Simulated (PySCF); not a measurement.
**Electric field gradients and quadrupole coupling constants**

Compound: C7H8OS.
Geometry (GFN2-xTB, Å), atoms numbered from 1 in this order:
```xyz
17
C7H8OS angstrom
C      3.4008   -0.4490   -1.2141
C      2.4507   -0.2223   -0.5234
C      1.2840    0.0657    0.2847
C      0.3832    1.0830   -0.3988
S     -0.7969    1.8545    0.8110
O     -0.0428    1.9988    2.0571
C     -1.8585    0.3241    1.0949
C     -2.3787   -0.1944   -0.1326
C     -2.7706   -0.6048   -1.1880
H      4.2421   -0.6552   -1.8054
H      0.7446   -0.8683    0.4663
H      1.6037    0.4820    1.2475
H     -0.2117    0.6564   -1.2030
H      0.9744    1.9134   -0.7856
H     -2.6593    0.6582    1.7560
H     -1.2372   -0.4005    1.6203
H     -3.1347   -0.9801   -2.0969
```

Field gradients from the PBE0/pcSseg-1 density (PySCF, non-relativistic), principal values in atomic units, ordered |Vxx| ≤ |Vyy| ≤ |Vzz|:

```
atom      Vxx      Vyy      Vzz
  S5   0.8455   1.2039  -2.0494
  O6  -0.5363  -1.1190   1.6553
```

Question: Find the asymmetry η = (Vxx − Vyy)/Vzz and the couplings χ = eQV/h (234.96 MHz × Q in barn × V in au), with Q(33S) = −0.0678 b, Q(17O) = −0.0256 b.

Answer: 
```
atom      environment  nucleus     η  χzz (MHz)  χxx (MHz)  χyy (MHz)
  S5  sulfinyl sulfur      33S  0.17      32.65     -13.47     -19.18
  O6  sulfinyl oxygen      17O  0.35      -9.96       3.23       6.73
```

Question: What is Vzz at O6 in SI units (1 au = 9.71736 × 10²¹ V/m²)?

Answer: 1.6553 au = 16.086 × 10²¹ V/m².

Question: And the gradient at the other heavy atoms, for which no coupling is worked out here?

Answer: 
| atom | environment | Vzz (au) | η |
| --- | --- | --- | --- |
| C1 | terminal alkyne carbon | -0.267 | 0.13 |
| C2 | alkyne carbon | -0.288 | 0.03 |
| C3 | propargylic carbon | 0.145 | 0.91 |
| C4 | sp3 carbon bound to sulfur | 0.222 | 0.46 |
| C7 | sp3 carbon bound to sulfur | 0.171 | 0.94 |
| C8 | alkyne carbon | -0.274 | 0.07 |
| C9 | terminal alkyne carbon | -0.288 | 0.16 |

Were the hydrogens deuterons (Q(2H) = 0.00286 b), χzz would run from 190 kHz (H12) to 267 kHz (H10).

Geometry: GFN2-xTB, one conformer, isolated molecule. GFN2-xTB bond lengths can be off by several hundredths of an ångström, more for odd bonds, and the gradients follow them. With so small a basis the couplings can be 20 % off.
